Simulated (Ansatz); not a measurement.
```yaml
crystal:
  periodic: [false, false, false]
  atoms:
    - {symbol: C, position_ang: [0.189144, -1.717813, 0.390908]}
    - {symbol: C, position_ang: [-0.500079, -0.551852, 0.576098]}
    - {symbol: Sn, position_ang: [-0.261951, 1.292845, -0.297833]}
    - {symbol: Cl, position_ang: [-1.905603, 2.104289, -1.281589]}
    - {symbol: Cl, position_ang: [1.369341, 0.975387, -2.204356]}
    - {symbol: Cl, position_ang: [0.900221, 2.797639, 0.954730]}
    - {symbol: H, position_ang: [1.005629, -1.603417, -0.746380]}
    - {symbol: H, position_ang: [0.100083, -2.823841, 0.891598]}
    - {symbol: H, position_ang: [-1.038282, -0.396442, 1.462079]}
basis:
  gaussian: {orbitals: STO-3G}
hamiltonian: {xc: {name: HF}}
accuracy: high
relax: {f_tol: 0.001, max_steps: 1}
```

```sh
$ ansatz run in.yaml --threads 4 --pin off --events-out ev --progress --plain --max-ram 11315MiB
```

It prints (some lines left out):

```
Functional definition: HF
1337 factors; integrals over basis functions are off by at most 3.3e-9 eV
mean field evaluation 1: about -201461.4575 eV, gradient 2.0e1 eV
mean field evaluation 2: about -201461.5788 eV, gradient 2.0e1 eV
mean field evaluation 4: about -201464.1115 eV, gradient 1.4e0 eV
mean field evaluation 8: about -201464.1162 eV, gradient 4.6e-5 eV
mean field -201464.11615256 eV, -7403.6697113241 hartree, gradient 2.6e-8 eV, S^2 0.000000; 0 other end points of the search recorded, 0 dependent functions left out
reference -201464.11615256 eV, -7403.6697113241 hartree; 58, 58 occupied and 9, 9 virtual orbitals, 1337 factors
relax step   1: F+E_penalty+E_count = -201464.11615256 eV  Δ(F+E_penalty+E_count) = +0.000e0 eV  max|allowed force component| = 7.307e0 eV/Å  Δτ_max = 0.0000 Å  (37 SCF iters, accepted)
Error: geometry relaxation did not converge after 1 steps: max|allowed force component| = 7.31e0 eV/Å (threshold 1.0e-3). Raise `relax.max_steps` over both its present limit and 1, loosen `relax.f_tol`, or start from a geometry closer to equilibrium. Where this run's directory can be resumed (`checkpoint.write`), a resume goes on for up to `relax.max_steps` more
```

In this input the relaxation is allowed too few steps for its threshold. The run did not converge.
